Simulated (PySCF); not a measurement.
Computed with PBE0-D4/def2-TZVP // PBE0-D4/def2-SVP (PySCF 2.14.0). All species are isolated molecules in the gas phase. One relaxed conformer stands for a flexible species; it need not be the lowest. Delta-SCF ions had no search for a lower state. Excitations are Tamm–Dancoff values on a coarser integration grid. The basis has no diffuse functions, so Rydberg states are missing or too high.

Reference species (SMILES): `[NH2][Sn]([NH2])([NH2])[NH2]` (neutral, multiplicity 1).

```json
{
  "LUMO": "-0.39 eV",
  "HOMO–LUMO gap": "6.75 eV",
  "brightest of the four lowest singlets (TDA)": "5.82 eV",
  "vertical ionisation energy (Delta-SCF)": "8.96 eV"
}
```

Changed species: `C[O][Sn]([O]C)([O]C)[O]C` (4 of 4 NH2 replaced by OCH3; the reference has 0 of 4 NH2 replaced by OCH3).

Task: Give the shifts of the LUMO, HOMO–LUMO gap, brightest of the four lowest singlets (TDA) and vertical ionisation energy (Delta-SCF).

Result: the LUMO decreases by 1.26 eV, to -1.65 eV; the HOMO–LUMO gap falls by 0.45 eV, to 6.30 eV; the brightest of the four lowest singlets (TDA) falls by 0.74 eV, to 5.08 eV; the vertical ionisation energy (Delta-SCF) goes up by 0.62 eV, to 9.58 eV.
